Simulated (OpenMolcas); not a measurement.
# Ionisation energies of carbon

- Program: OpenMolcas 26.06
- Basis: ANO-R3 [4s4p2d1f]
- Scalar Hamiltonian: X2C, finite nucleus
- Spin-orbit coupling: RASSI with atomic mean-field integrals over the reference wave functions, term energies averaged over their components

Active shells in each charge state: the valence s, p shells, with orbitals averaged over the low states. Where CASPT2's correlated closed shells are named, they are those of the first ion.

A. CASSCF
B. SS-CASPT2, IPEA 0.25 Eh, imaginary shift 0.1 Eh (closed shells correlated: 1s)
C. SS-CASPT2, IPEA 0 Eh, imaginary shift 0.1 Eh (closed shells correlated: 1s)
D. SS-CASPT2, IPEA 0.25 Eh, imaginary shift 0.1 Eh (closed shells correlated: none)

Energies in eV between the lowest computed levels, named as in B; reference values from the NIST Atomic Spectra Database with their kind.

| From | To | A | B | C | D | Spin-orbit share in B | Reference |
| --- | --- | --- | --- | --- | --- | --- | --- |
| C 2s2 2p2 3P0 | C+ 2s2 2p 2P* 1/2 | 10.140 | 11.012 | 11.111 | 10.985 | -0.001 | 11.260 (measured) |
| C+ 2s2 2p 2P* 1/2 | C2+ 2s2 1S0 | 23.195 | 24.083 | 24.165 | 24.041 | +0.005 | 24.383 (measured) |
| C2+ 2s2 1S0 | C3+ 2s 2S 1/2 | 47.777 | 47.829 | 47.829 | 47.836 | +0.000 | 47.888 (measured) |
| C3+ 2s 2S 1/2 | C4+ 1s2 1S0 | 64.363 | 64.405 | 64.406 | 64.363 | +0.000 | 64.494 (measured) |

Steps that some method lacks are left out, and so are those with a state whose active s or d shell is doubly occupied in every root (s and p with five to eight electrons, d10) over a frozen core shell of the same l, since the two then mix freely.

Error against the reference values, in %:

```json
{"From": "C", "Reference": "measured", "A": "-9.9", "B": "-2.2", "C": "-1.3", "D": "-2.4"}
{"From": "C+", "Reference": "measured", "A": "-4.9", "B": "-1.2", "C": "-0.9", "D": "-1.4"}
{"From": "C2+", "Reference": "measured", "A": "-0.2", "B": "-0.1", "C": "-0.1", "D": "-0.1"}
{"From": "C3+", "Reference": "measured", "A": "-0.2", "B": "-0.1", "C": "-0.1", "D": "-0.2"}
```

Mean absolute error over the 4 measured values: A 0.64 eV, B 0.17 eV, C 0.13 eV, D 0.20 eV. C lies closest.

* marks odd parity.
